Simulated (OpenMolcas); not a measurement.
## d8 ions of charge +2 down a group with 6 bromide ligands in octahedral coordination

| Property | Result |
| --- | --- |
| Program | OpenMolcas |
| Method | CASSCF |
| Spin-orbit coupling | state interaction with AMFI integrals over the reference wave functions |

The d shell is active. Anionic complexes are neutralised by point charges behind the ligands. Distances were set from a Shannon-type radius of the metal (high-spin where two are listed) plus a fixed donor radius (Br 1.91 Å). Ligand basis ANO-RCC-VDZP, DKH2 Hamiltonian. States (labels of O, the rotations of Oh). Energies in cm-1 above the lowest state or level, χT in cm3 K/mol; 10Dq and B are least-squares fits to the states below 45000 cm-1, weighted by degeneracy, with a free offset, and given where the rms deviation is under 5 % of |10Dq| (or 100 cm-1) and under 700 cm-1. Spin-only χT is S(S+1) / 2 for the spin of the ground state.

| Ion | Shell | R (Å) | Metal basis | Outer charge (e at Å behind ligand) | Ground state | First state of that spin | 10Dq | B (rms of fit) | First gap with spin-orbit (degeneracies) | χT at 300 K | First state of another spin | Spin-only χT |
| --- | --- | --- | --- | --- | --- | --- | --- | --- | --- | --- | --- | --- |
| Ni2+ | 3d8 | 2.6 | ANO-RCC-VTZP | 0.67 at 3.2 | 3A2 | 3T2 3208 | 3323 | 1271 (67) | 2928 (3, 2) | 1.876 | 1E 17436 | 1.000 |
| Pd2+ | 4d8 | 2.77 | ANO-RCC-VDZP | 0.67 at 2.4 | 3A2 | 3T2 5583 |  |  | 4826 (3, 2) | 1.810 | 1E 11839 | 1.000 |
| Pt2+ | 5d8 | 2.71 | ANO-RCC-VDZP | 0.67 at 3.2 | 3A2 | 3T2 9396 |  |  | 6409 (3, 2) | 1.918 | 1E 10406 | 1.000 |

The rows also differ in their metal basis and outer charges, so part of each step comes from that.

Every ion keeps the highest spin of its shell. χT departs most from the spin-only value for Pt2+, by +0.918 cm3 K/mol.

Without dynamic correlation the repulsion within the d shell is too large (B by tens of per cent), so at a given field states of lower spin stand too high. Ligand-to-metal charge-transfer states are missing. With no ligand orbital active B as a rule stays too high, so bands that hang on it stand too high and its fall with covalency is understated. With metal d orbitals alone and no dynamic correlation the field as a rule comes out too small, by tens of per cent, by up to half for chloride and softer ligands, and the orbital part of g and χT, which goes as 1/10Dq, too large (holds for Ni2+). Real 4d8 and 5d8 ions are as a rule square planar and diamagnetic (holds for Pd2+; Pt2+). With metal d orbitals alone the field can be off either way by tens of per cent (holds for Pd2+; Pt2+). The least metal-like active orbital is 81 % on the metal (Löwdin) and no ligand orbital is active, so the numbers are rough (holds for Pt2+). No measured value stands beside these numbers; the geometry was imposed, not optimised, and the real ion may take another.
